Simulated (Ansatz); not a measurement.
`B[SiH](F)BO` and `B[SiH](O)F` differ in one atom or group.

Ansatz, PBE0-D4/def2-TZVP geometries, multiplicity 1. Each molecule was computed in one conformer, which needn't be the lowest.

```csv
property,`B[SiH](F)BO`
HOMO–LUMO gap (PBE/def2-TZVPP) / eV,2.82
HOMO energy (B3LYP/def2-TZVPP) / eV,-7.47
LUMO energy (PBE/def2-TZVPP) / eV,-3.62
size of the dipole moment (ωB97M-V/def2-TZVPP) / D,2.26
zero-point energy (PBE0-D4/def2-TZVP) / kJ/mol,156.0
HOMO energy (ωB97M-V/def2-TZVPP) / eV,-9.75
```

(1) What does the change do to each property? (An estimate is asked.)

Answers

(1) Ansatz gave: 
| property | `B[SiH](O)F` | shift |
| --- | --- | --- |
| HOMO–LUMO gap (PBE/def2-TZVPP) / eV | 3.17 | 0.35 |
| HOMO energy (B3LYP/def2-TZVPP) / eV | -8.09 | -0.62 |
| LUMO energy (PBE/def2-TZVPP) / eV | -3.75 | -0.13 |
| size of the dipole moment (ωB97M-V/def2-TZVPP) / D | 1.86 | -0.40 |
| zero-point energy (PBE0-D4/def2-TZVP) / kJ/mol | 121.0 | -35.0 |
| HOMO energy (ωB97M-V/def2-TZVPP) / eV | -10.48 | -0.73 |

The zero-point energy changes by -35.0 kJ/mol with -6 modes. Dipoles are sizes alone; their direction can turn.

B3LYP here is the variant with VWN-RPA as its local correlation; programs differ in this.
